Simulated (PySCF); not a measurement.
Bi(Me)(OH)2 (CH₅BiO₂), SMILES [CH3][Bi]([OH])[OH].

Coordinates come from a B3LYP-D3(BJ)/def2-SVP optimisation. The structure was generated by enumeration; whether it is a known compound was not checked. The def2 effective core potentials stand for the cores of Bi; spin–orbit coupling is left out. One conformer was computed; it need not be the lowest.

Two levels are set side by side: TDA-PBE/def2-SVPD (PySCF) and TDA-LC-ωPBE/def2-SVPD (PySCF). Vertical, same geometry. The lowest singlet is HOMO→LUMO 97 % with PBE and HOMO→LUMO 90 % with the other functional; states are paired by order. Differences are taken from unrounded values.

```
quantity                              TDA-LC-ωPBE
------------------------------------  -----------
lowest singlet excitation (eV)               5.97
lowest triplet excitation (TDA) (eV)         5.10
```

Question: What does TDA-PBE give, and how far is it from TDA-LC-ωPBE? (An estimate is asked for; the answer gives what the named calculation found.)

Answer: 
```csv
quantity,TDA-PBE,TDA-PBE minus TDA-LC-ωPBE
lowest singlet excitation (eV),4.94,-1.03
lowest triplet excitation (TDA) (eV),4.61,-0.49
```

A lower first singlet is the usual sign of a functional without exact exchange. Differences between two approximate levels are no errors against the true value.

Rough cost on one machine, each run with all the roots and properties that it gave: TDA-LC-ωPBE against TDA-PBE about 3 times.
